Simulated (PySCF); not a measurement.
A run for PySCF: R-MP2/6-31G* on CH3F (SMILES CF).

```python
from pyscf import gto, scf, dft, mp
from pyscf.data.elements import chemcore

mol = gto.M(
    atom='''
    C    -0.48866229   -0.55001754    3.52718863
    F     0.05073676    0.63016170    2.99506058
    H     0.22773546   -0.95935881    4.23789758
    H    -1.42564738   -0.30089766    4.02309814
    H    -0.66048724   -1.24801322    2.70866024
    ''',
    basis='6-31g*',
    cart=True,
    charge=0, spin=0, verbose=3, max_memory=1800)
mf = scf.RHF(mol)
mf.conv_tol = 1e-8
mf.max_cycle = 100
mf.kernel()
if not mf.converged:
    mf = mf.newton().run(mf.mo_coeff, mf.mo_occ)
pt = mp.MP2(mf, frozen=chemcore(mol)).run()
```

Problem. What total energy does the run end on?

Solution. -139.3357 hartree.
